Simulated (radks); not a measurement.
The numbers below are computed, except where a source is named.
Task: Neutral samarium, 62 electrons, occupied as [Xe] 4f6 6s2. Code: a radial shooting solver on a logarithmic mesh with Libxc functionals. Model: scalar-relativistic Kohn-Sham, r2SCAN, spin-polarised, spherical densities, finite nucleus; open shells are filled with parallel spins first (spin-orbit coupling, left out, can overturn this in heavy ions); meta-GGA in the generalised Kohn-Sham scheme; Fermi nuclear charge, rms radius 5.0819 fm. Some entries of the table are withheld. Estimate them.

orbital  occ.  eigenvalue (hartree)  <1/r> (bohr^-1)
1s up       1             -1717.820            68.81
1s down     1             -1717.820            68.81
2s down     1             -281.4414            15.95
2s up       1             -281.4405            15.95
2p down     3             -250.9318            14.95
2p up       3             -250.9315            14.95
3s up       1             -61.95376            5.842
3s down     1             -61.86822            5.848
3p up       3             -52.36436            5.500
3p down     3             -52.27864            5.506
3d up       5             -39.37634            5.211
3d down     5             -39.30935            5.217
4s up       1             -12.51268            2.440
4s down     1             -12.29098            2.440
4p up       3              -9.34750            2.246
4p down     3              -9.12285            2.247
4d up       5              -4.89037            1.971
4d down     5              -4.66157            1.970
5s up       1              -1.68151           0.9424
5s down     1              -1.56217           0.9141
5p up       3              -0.91541           0.7957
5p down     3              -0.83005           0.7671
4f up       6              -0.14428            1.374
6s up       1                   (1)           0.2893
6s down     1                   (2)           0.2714

Result: 
(1) 6s up eigenvalue (hartree): -0.13901
(2) 6s down eigenvalue (hartree): -0.12650
